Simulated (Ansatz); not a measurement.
Stepwise reaction of `CO[SiH](C)C` with ammonia, as a gas-phase model of exchange steps in deposition or etching. ΔE in kJ/mol.

Isolated molecules relaxed with PBE0-D4/def2-TZVP in Ansatz; ΔE leaves out vibrations. CBS: MP2 limit from def2 TZ/QZ plus the TZ coupled-cluster correction, frozen cores. This one scheme is used for every species. DFT in def2-TZVPP. B3LYP here is the variant with VWN-RPA as its local correlation; programs differ in this. One conformer a species, not always the lowest.

| step | reaction | PBE-D4 | B3LYP-D4 | ωB97M-V | CCSD(T)/CBS |
| --- | --- | --- | --- | --- | --- |
| 1 | `CO[SiH](C)C` + NH₃ → `CO[SiH](C)N` + CH₄ | -60.8 | -68.5 | -66.6 | -65.4 |

(1) Give the row of step 2, `CO[SiH](C)N` + NH₃ → `CO[SiH](N)N` + CH₄. (Best estimate.)

(2) By hand: ΔE of the 2 steps together at CCSD(T)/CBS.

## Answers

(1) The calculation gave: 
```
step                                   reaction  PBE-D4  B3LYP-D4  ωB97M-V  CCSD(T)/CBS
   2  `CO[SiH](C)N` + NH₃ → `CO[SiH](N)N` + CH₄   -66.3     -74.5    -72.3        -72.2
```

(2) (-65.4) + (-72.2) = -137.6 kJ/mol, or -68.8 kJ/mol a step.

In ΔE each step is lower than the one before. All are downhill at CCSD(T)/CBS. PBE-D4 differs from CCSD(T)/CBS by 4.6 to 5.9 kJ/mol a step. Isolated molecules leave out the surface, adducts and barriers. Largest T1 diagnostic: 0.010.
